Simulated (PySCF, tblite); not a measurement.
C4H5O4S (charge -1).
Bonds: C1–C2 (double), C2–C3, C3–O4 (double), C3–C5, C5–S6, S6–O7 (double), S6–O8 (double), S6–O9. Hydrogens: H10, H11 on C1; H12 on C2; H13, H14 on C5.
Bond orders are those of one Lewis drawing.

Computed with GFN2-xTB (tblite), gas phase: nudged elastic band of 9 images (0 to 8), spring 0.2 eV/Å², climbing image at the end, force threshold 0.05 eV/Å. The top image wasn't refined or checked by frequencies; at this threshold it can lie a kcal/mol or more above the true saddle point of the method.

Path: rotation about C5–S6 (sp3 carbon bound to sulfur, sulfonyl sulfur), followed by the dihedral C3–C5–S6–O9.

Image 0 (start, dihedral 150°):
```
atom  x, y, z in Å
C1      2.417   -0.530    0.150
C2      1.146   -0.324   -0.163
C3      0.373    0.813    0.392
O4      0.754    1.457    1.358
C5     -0.899    1.036   -0.298
S6     -1.853   -0.566   -0.017
O7     -1.493   -1.372   -1.181
O8     -1.386   -1.106    1.246
O9     -3.240   -0.127   -0.016
H10     2.932    0.148    0.814
H11     2.983   -1.365   -0.231
H12     0.584   -0.981   -0.811
H13    -1.486    1.850    0.112
H14    -0.832    1.066   -1.377
```

Image 8 (end, 0.000 eV, dihedral -92°):
```
atom  x, y, z in Å
C1      2.395   -0.514   -0.365
C2      1.099   -0.243   -0.419
C3      0.448    0.684    0.537
O4      0.985    1.047    1.572
C5     -0.909    1.064    0.135
S6     -1.843   -0.574    0.110
O7     -1.196   -1.430    1.086
O8     -3.203   -0.183    0.451
O9     -1.688   -1.020   -1.271
H10     3.019   -0.046    0.381
H11     2.876   -1.202   -1.043
H12     0.431   -0.697   -1.137
H13    -1.410    1.724    0.834
H14    -1.004    1.388   -0.893
```

**Question.** What do the inner images look like?

**Answer.** 
Image 1: +0.017 eV, dihedral 163°
```
atom  x, y, z in Å
C1      2.463   -0.507    0.080
C2      1.183   -0.309   -0.200
C3      0.387    0.778    0.420
O4      0.762    1.379    1.417
C5     -0.892    1.012   -0.249
S6     -1.905   -0.558    0.010
O7     -1.368   -1.494   -0.972
O8     -1.705   -0.953    1.389
O9     -3.253   -0.104   -0.304
H10     2.983    0.138    0.772
H11     3.034   -1.308   -0.363
H12     0.626   -0.947   -0.870
H13    -1.473    1.821    0.177
H14    -0.843    1.053   -1.330
```

Image 2: +0.051 eV, dihedral 178°
```
atom  x, y, z in Å
C1      2.496   -0.494    0.019
C2      1.218   -0.281   -0.259
C3      0.406    0.750    0.434
O4      0.790    1.308    1.454
C5     -0.891    0.990   -0.197
S6     -1.949   -0.555    0.041
O7     -1.266   -1.606   -0.702
O8     -2.025   -0.775    1.471
O9     -3.201   -0.137   -0.576
H10     3.007    0.099    0.762
H11     3.072   -1.259   -0.477
H12     0.675   -0.879   -0.974
H13    -1.464    1.789    0.258
H14    -0.868    1.050   -1.277
```

Image 3: +0.082 eV, dihedral -167°
```
atom  x, y, z in Å
C1      2.504   -0.494   -0.039
C2      1.231   -0.251   -0.319
C3      0.417    0.728    0.445
O4      0.818    1.236    1.484
C5     -0.893    0.985   -0.146
S6     -1.966   -0.557    0.072
O7     -1.159   -1.681   -0.379
O8     -2.316   -0.587    1.478
O9     -3.077   -0.248   -0.820
H10     3.004    0.033    0.758
H11     3.083   -1.222   -0.585
H12     0.703   -0.789   -1.090
H13    -1.457    1.770    0.343
H14    -0.892    1.077   -1.224
```

Image 4 (top): +0.098 eV, dihedral -152°
```
atom  x, y, z in Å
C1      2.488   -0.506   -0.100
C2      1.219   -0.229   -0.367
C3      0.422    0.714    0.457
O4      0.847    1.176    1.508
C5     -0.898    0.999   -0.095
S6     -1.953   -0.563    0.095
O7     -1.053   -1.697   -0.034
O8     -2.575   -0.428    1.399
O9     -2.875   -0.420   -1.026
H10     2.988   -0.035    0.732
H11     3.063   -1.204   -0.686
H12     0.690   -0.707   -1.175
H13    -1.450    1.765    0.437
H14    -0.915    1.135   -1.168
```

Image 5: +0.093 eV, dihedral -137°
```
atom  x, y, z in Å
C1      2.460   -0.519   -0.159
C2      1.189   -0.223   -0.395
C3      0.425    0.709    0.472
O4      0.876    1.135    1.527
C5     -0.904    1.024   -0.043
S6     -1.920   -0.569    0.104
O7     -0.978   -1.662    0.276
O8     -2.782   -0.329    1.248
O9     -2.620   -0.595   -1.175
H10     2.977   -0.076    0.677
H11     3.020   -1.207   -0.772
H12     0.638   -0.665   -1.208
H13    -1.444    1.765    0.533
H14    -0.937    1.210   -1.109
```

Image 6: +0.066 eV, dihedral -122°
```
atom  x, y, z in Å
C1      2.425   -0.530   -0.224
C2      1.147   -0.227   -0.409
C3      0.427    0.706    0.492
O4      0.908    1.102    1.544
C5     -0.909    1.052    0.013
S6     -1.876   -0.572    0.106
O7     -0.952   -1.593    0.572
O8     -2.957   -0.273    1.030
O9     -2.306   -0.755   -1.276
H10     2.972   -0.089    0.594
H11     2.961   -1.219   -0.857
H12     0.556   -0.657   -1.201
H13    -1.437    1.766    0.634
H14    -0.960    1.289   -1.041
```

Image 7: +0.023 eV, dihedral -107°
```
atom  x, y, z in Å
C1      2.393   -0.532   -0.293
C2      1.106   -0.239   -0.413
C3      0.430    0.698    0.516
O4      0.940    1.070    1.563
C5     -0.913    1.075    0.071
S6     -1.838   -0.573    0.105
O7     -1.000   -1.507    0.838
O8     -3.092   -0.245    0.764
O9     -1.973   -0.888   -1.313
H10     2.980   -0.076    0.490
H11     2.901   -1.224   -0.945
H12     0.470   -0.679   -1.166
H13    -1.427    1.764    0.731
H14    -0.979    1.356   -0.971
```

The largest changes of bonds and angles from start to top: C5–S6 1.886 → 1.894 Å, S6=O7 1.460 → 1.454 Å, C3–C5 1.465 → 1.460 Å, S6–O9 1.455 → 1.459 Å, C3–C5–S6 103.9 → 107.8°, C5–S6–O7 103.1 → 106.8°, S6–C5–H13 108.0 → 104.5°. GFN2-xTB torsional profiles can miss by a kcal/mol or more and can put conformers in the wrong order.

**Question.** What do single points at PBE0/pcSseg-1 (PySCF, no dispersion term) give on some images?

**Answer.** 
| image | GFN2-xTB E (eV) | DFT E (eV) | HOMO (eV) | LUMO (eV) |
| --- | --- | --- | --- | --- |
| 0 | 0.000 | 0.000 | -2.66 | 2.09 |
| 2 | 0.051 | -0.062 | -2.61 | 1.91 |
| 4 | 0.098 | 0.008 | -2.58 | 1.92 |
| 6 | 0.066 | 0.084 | -2.60 | 2.07 |
| 8 | 0.000 | 0.004 | -2.66 | 2.09 |

Energies count from image 0 at each level. At the GFN2-xTB top the DFT energy is 0.2 kcal/mol against 2.3; the geometries weren't optimised at the DFT level.

What follows is the cost of the whole band run. The run took 3.8 s on one thread of an Arm Neoverse V1, shared host with 32 logical CPUs at a one-minute load of 13, and the process peaked at 0.18 GiB of memory.
